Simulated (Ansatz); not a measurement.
Start from `C[Se]B(F)Cl` and change one atom or group to get `C[Se]B(Cl)Cl`.

Ansatz, PBE0-D4/def2-TZVP geometries, multiplicity 1. Each molecule was computed in one conformer, which needn't be the lowest.

Scalar relativity is left out up to krypton.

```tsv
property	`C[Se]B(F)Cl`
size of the dipole moment (B3LYP/def2-TZVPP) / D	2.13
HOMO–LUMO gap (PBE0/def2-TZVPP) / eV	6.70
HOMO–LUMO gap (PBE/def2-TZVPP) / eV	4.66
LUMO energy (PBE0/def2-TZVPP) / eV	-0.62
HOMO–LUMO gap (B3LYP/def2-TZVPP) / eV	6.28
LUMO energy (B3LYP/def2-TZVPP) / eV	-0.81
```

Give the same properties after the change, and the shifts. (Estimate.)

Ansatz gave: 
| property | `C[Se]B(Cl)Cl` | shift |
| --- | --- | --- |
| size of the dipole moment (B3LYP/def2-TZVPP) / D | 2.04 | -0.09 |
| HOMO–LUMO gap (PBE0/def2-TZVPP) / eV | 6.09 | -0.61 |
| HOMO–LUMO gap (PBE/def2-TZVPP) / eV | 4.13 | -0.53 |
| LUMO energy (PBE0/def2-TZVPP) / eV | -1.24 | -0.62 |
| HOMO–LUMO gap (B3LYP/def2-TZVPP) / eV | 5.70 | -0.58 |
| LUMO energy (B3LYP/def2-TZVPP) / eV | -1.39 | -0.58 |

Dipoles are sizes alone; their direction can turn.

B3LYP here is the variant with VWN-RPA as its local correlation; programs differ in this.

Spin–orbit coupling is left out; it splits and shifts lone-pair levels of the heavy atoms by tenths of an eV.
